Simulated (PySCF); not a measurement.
`C[C@@]12C[C@@H]1C[C@@H]2C(F)(F)F`, C₇H₉F₃

Geometry:
| atom | x (Å) | y (Å) | z (Å) |
| --- | --- | --- | --- |
| C1 | -1.965 | 0.757 | -0.139 |
| C2 | -0.701 | -0.018 | 0.073 |
| C3 | -0.438 | -0.875 | 1.275 |
| C4 | -0.392 | -1.493 | -0.089 |
| C5 | 0.955 | -1.167 | -0.728 |
| C6 | 0.612 | 0.337 | -0.635 |
| C7 | 1.583 | 1.256 | 0.077 |
| F8 | 2.134 | 0.735 | 1.183 |
| F9 | 1.000 | 2.408 | 0.451 |
| F10 | 2.615 | 1.598 | -0.719 |
| H11 | -2.808 | 0.224 | 0.295 |
| H12 | -1.892 | 1.736 | 0.333 |
| H13 | -2.157 | 0.900 | -1.202 |
| H14 | 0.465 | -0.774 | 1.855 |
| H15 | -1.310 | -1.104 | 1.869 |
| H16 | -1.031 | -2.302 | -0.395 |
| H17 | 1.065 | -1.514 | -1.752 |
| H18 | 1.822 | -1.479 | -0.146 |
| H19 | 0.432 | 0.784 | -1.615 |

Method used: GIAO KT3/pcSseg-1 magnetisability, rotational g tensor and spin-rotation constants, non-relativistic, gas phase in PySCF. Geometry: GFN2-xTB.

Task: Give the nuclear spin-rotation constants along the inertial axes (H = +C I·J) beside the isotropic shieldings.

Result: Rotational constants 2.1539, 1.1012, 0.9613 GHz. A star marks the isotopologue with that one atom substituted, in its own axes.
```tsv
atom	isotope	Caa (kHz)	Cbb (kHz)	Ccc (kHz)	mean (kHz)	σ (ppm)
F8	19F	3.326	1.438	0.953	1.906	249.1
F9	19F	3.341	1.097	1.219	1.885	250.8
F10	19F	2.415	1.654	1.378	1.816	236.7
H11	1H	0.011	-0.123	-0.096	-0.069	31.1
H12	1H	-0.120	-0.034	-0.090	-0.081	29.7
H13	1H	-0.230	-0.119	0.026	-0.108	30.2
H14	1H	-0.127	-0.108	-0.036	-0.090	30.5
H15	1H	-0.094	-0.114	-0.064	-0.091	31.4
H16	1H	0.006	-0.101	-0.104	-0.066	30.4
H17	1H	-0.235	-0.090	0.013	-0.104	29.5
H18	1H	-0.184	-0.043	-0.060	-0.096	30.1
H19	1H	-0.237	-0.112	0.032	-0.105	29.2
C1	13C*	0.335	0.154	0.153	0.214	162.3
C2	13C*	0.256	0.191	0.177	0.208	158.0
C3	13C*	0.237	0.144	0.188	0.190	166.6
C4	13C*	0.234	0.177	0.164	0.191	166.0
C5	13C*	0.303	0.200	0.151	0.218	157.3
C6	13C*	0.403	0.212	0.173	0.263	140.1
C7	13C*	0.679	0.353	0.303	0.445	50.7
```
For the geometry as given, no vibrational averaging.
